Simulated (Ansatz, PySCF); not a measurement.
Gas-phase reaction (SMILES): FB(Cl)Cl [dichloro(fluoro)borane] → Cl[B]Cl + F atom; the B-F bond at the site shown breaks (other sites are not compared here).

Each molecule is optimised on its own at B3LYP-D3(BJ)/def2-TZVP (Ansatz, an electronic-structure program). Correlated levels leave the core frozen unless marked. Open shells are spin-unrestricted. Spin-orbit coupling is left out. Non-relativistic. CBS(X,Y): correlation extrapolated as X^-3; Hartree-Fock from the larger set. Thermal terms are rigid-rotor harmonic-oscillator values from B3LYP-D3(BJ) frequencies (Ansatz or PySCF) at 298.15 K and 1 atm. 1 Eh = 627.5095 kcal/mol. Atoms have translation alone.

```
species   E, CCSD(T)/CBS(cc-pV(T+d)Z,cc-pV(Q+d)Z) (Ansatz) (Eh)  E, B3LYP-D3(BJ)/def2-TZVPD (Ansatz + dftd3) (Eh)  H - E (Eh)
--------  -----------------------------------------------------  ------------------------------------------------  ----------
FB(Cl)Cl                                            -1044.27408                                       -1045.35544     0.01416
Cl[B]Cl                                              -944.34008                                        -945.32416     0.00881
F atom                                                -99.66606                                         -99.77110     0.00236
```

Problem. Work out ΔE and ΔH at 298.15 K at the first level, then ΔH at the second.

Solution. 
1. ΔE = [(-944.34008) + (-99.66606)] - [(-1044.27408)] = 0.26794 Eh = 168.1 kcal/mol at CCSD(T)/CBS(cc-pV(T+d)Z,cc-pV(Q+d)Z).
2. The terms H - E add up to -0.00299 Eh, so ΔH = (0.26794 + (-0.00299))×627.5095 = 166.3 kcal/mol.
3. At B3LYP-D3(BJ)/def2-TZVPD the same steps give ΔE = 163.3 and ΔH = 161.4 kcal/mol, a shift of -4.9 from the first level.
4. These values are not checked against measurement here, since the tables used lack a sound gas-phase enthalpy of formation for at least one species.
